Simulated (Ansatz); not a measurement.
Species: FeH (charge 0, sextet). The spin state was set by rule; other spins were not relaxed. SMILES: [FeH]
Geometry: optimised at B3LYP-D3(BJ)/def2-TZVP (Ansatz, a program for electronic structure).

Property: vertical ionisation energy (to the quintet state of charge +1; each state is the SCF solution reached for its spin; the UHF <S^2> is 6.11 for the quintet (pure: 6.00); for the quintet T1 is 0.048), in eV. Valence correlation only, unless marked. UHF or UKS for open shells. Spin-orbit coupling is left out. The frozen core is the preceding noble-gas configuration, with the filled d and f shells of earlier blocks. No relativistic terms. Basis-set limits of correlation are two-point, X^-3; Hartree-Fock from the larger set.

```json
[
 {"level": "B3LYP/def2-TZVPD", "program": "Ansatz", "vertical ionisation energy (eV)": "7.24"}
]
```

**Question.** Predict the CCSD(T)/CBS(def2-TZVPPD,def2-QZVPPD) result (Ansatz).

**Answer.** 7.25 eV, so B3LYP/def2-TZVPD differs from it by -0.01 eV.
